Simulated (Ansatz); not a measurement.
Isomers of CuAu₂ (doublet), relaxed with PBE0-D4/def2-TZVP; total energies from Ansatz at CCSD(T)/def2-TZVP.

```json
{"isomer": "A", "description": "point group C2v; 2 × Au–Cu 2.47 Å; 1 × Au–Au 2.76 Å", "energy (Eh)": "-1909.74446"}
{"isomer": "B", "description": "point group Cs; 1 × Au–Au 2.58 Å; 1 × Au–Cu 2.43 Å", "energy (Eh)": "-1909.72593"}
```

In the def2 sets Au takes a core potential; there is no spin–orbit coupling. Correlated methods freeze 9 core orbitals; core or outer-core shells of Au are correlated, in sets that lack core-valence functions.

The isomers come from a short search, and lower ones may exist.

Task: Work out the relative energies (1 Eh = 2625.5 kJ/mol) and the Boltzmann populations at 800 K from electronic energies alone (R = 8.314 J/mol/K).

Result: ΔE: A 0.0, B 48.7 kJ/mol. RT = 6.65 kJ/mol. Factors exp(−ΔE/RT): A 1, B 0.00066; sum 1.001. Populations: A 99.9 %, B 0.1 %. Zero-point energy, vibrational entropy and symmetry numbers are left out and can shift these; an error of 4 kJ/mol changes a ratio by a factor of 1.8. Over the other density-functional and correlated levels in def2 sets, the gap between A and B ranges from 24 to 47 kJ/mol.
